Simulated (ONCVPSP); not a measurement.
**Mg (Z = 12): ONCV pseudisation with PBE, scalar-relativistic reference atom.**

* Element: magnesium (Mg)
* Generator: ONCVPSP 4.0.1
* Type: optimised norm-conserving Vanderbilt (ONCV)
* Functional: PBE
* Relativity: scalar-relativistic
* Frozen core: [He]
* Valence charge: 10
* Reference configuration: 2s2 2p6 3s2
* Partial waves: 2s+3s: rc 0.40 bohr, ncon 4, nbas 8, qcut 23.8 1/bohr, 2 projectors; 2p: rc 0.70 bohr, ncon 3, nbas 7, qcut 18.5 1/bohr, 3 projectors, debl 3.4 Ha; d scattering state at 0.11 Ha: rc 0.70 bohr, ncon 3, nbas 8, qcut 14.6 1/bohr, 2 projectors, debl 1.9 Ha
* Local potential: polynomial inside 0.30 bohr (lpopt 5, dvloc0 0 Ha)
* Core correction: Teter function, fcfact 3.75, rcfact 1.7

(1) Estimate the cutoffs (Ha) at which the residual kinetic energy of the hardest occupied pseudo-wave falls to 1 and 0.1 mHa per electron.

(2) What does a ghost test show?

(3) Which valence shell sets the plane-wave cutoff?

(4) Tests: 2s2 2p6 3s1; 2s2 2p6 3s0; 2s2 2p6 3s1.5; 2s2 2p5 3s2. Which has the largest error in its energy relative to the reference configuration, and how large is it?

Results:

(1) 258 Ha and 952 Ha.

(2) Ghosts flagged at negative energy: s at -1062.3 eV; no localised positive-energy state flagged. A true bound ghost makes a file unfit for plane-wave use.

(3) 2s: 258 Ha for 1 mHa per electron, against 126 Ha for 2p.

(4) 2s2 2p5 3s2, with +11 meV (all-electron minus pseudo) on +58.54 eV.
